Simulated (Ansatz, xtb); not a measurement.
Species: GaBr$_{2}$, net charge 0, doublet state. It need not be the lowest isomer of its formula. SMILES: [Br][Ga][Br]
Geometry from a B3LYP-D3(BJ)/def2-TZVP (Ansatz, a program for electronic structure) optimisation:
```xyz
3

Ga     0.6960     0.3351     0.2410
Br    -0.5928     1.3825    -1.4138
Br    -0.0237    -1.6794     1.2004
```
Charge 0, spin multiplicity 2.

Harmonic wavenumbers from GFN2-xTB (xtb, at its own minimum), cm⁻¹: 49, 197, 229.

Problem. Give the harmonic wavenumbers at B3LYP-D3(BJ)/def2-TZVP (Ansatz, finite differences of forces, unscaled).

Solution. 73, 235, 295 cm⁻¹. Zero-point energy 0.9 kcal/mol.

Problem. From these and the geometry, give the ideal-gas thermochemistry at 298.15 K and 1 atm (rigid rotor, harmonic oscillator).

Solution. Point group C2v, rotational symmetry number 2. Rotational constants 7.637, 0.7651, 0.6954 GHz. S(trans) 42.19, S(rot) 27.38, S(vib) 7.36, S(elec, spin only) 1.38, S 78.3 cal/(mol K). H(298) - H(0) 3.45 kcal/mol; G - E(el) -19.0 kcal/mol.
